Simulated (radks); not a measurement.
Task: These are the eigenvalues of the occupied orbitals of an atom or ion with whole-number occupations (eV). Method: scalar-relativistic Kohn-Sham, r2SCAN, spin-polarised, spherical densities, finite nucleus; meta-GGA in the generalised Kohn-Sham scheme; Fermi nuclear charge, rms radius of each element as measured or else 0.836 A^(1/3) + 0.57 fm; computed with a radial shooting solver on a logarithmic mesh with Libxc functionals.

orbital  eigenvalue
1s        -8887.018
2s        -1081.019
2p        -932.3389
3s        -127.0480
3p         -82.9795
3d         -13.6313

Which element is it, and in what charge state? The configuration may be excited. Open shells, if any, are filled with parallel spins first.

Result: Z = 29, copper, charge +1: Cu+ in [Ar] 3d10. The list shows which subshells hold electrons but not how many an open one holds; the 1s level, -326.59 hartree, gives Z - s = 25.6 by -(Z - s)^2/2, which with screening and relativity narrows Z to a few neighbours, and the depths of the outer levels then fix element, charge and occupations together.
